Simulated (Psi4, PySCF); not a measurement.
The Psi4 input:
```
memory 2 GB

molecule mol {
1 1
  Al    0.000000    0.000000    0.000000
}

set basis def2-svp
set reference rks
set scf_type pk
set puream true
set d_convergence 1e-8
set dft_radial_points 99
set dft_spherical_points 590

energy('revpbe')
print_variables()
```

Question: Give the equivalent PySCF input.

Answer: One answer among several that fit: 
```python
from pyscf import gto, scf, dft

mol = gto.Mole()
mol.atom = '''
    Al    0.00000000    0.00000000    0.00000000
'''
mol.basis = 'def2-svp'
mol.charge = 1
mol.verbose = 4
mol.build()

mf = dft.RKS(mol)
mf.xc = 'revpbe'
mf.grids.atom_grid = (99, 590)
mf.grids.prune = None
mf.kernel()
```

Both were run: Psi4 gave -242.005809 Eh and PySCF -242.005809 Eh, 0.000 mEh apart.
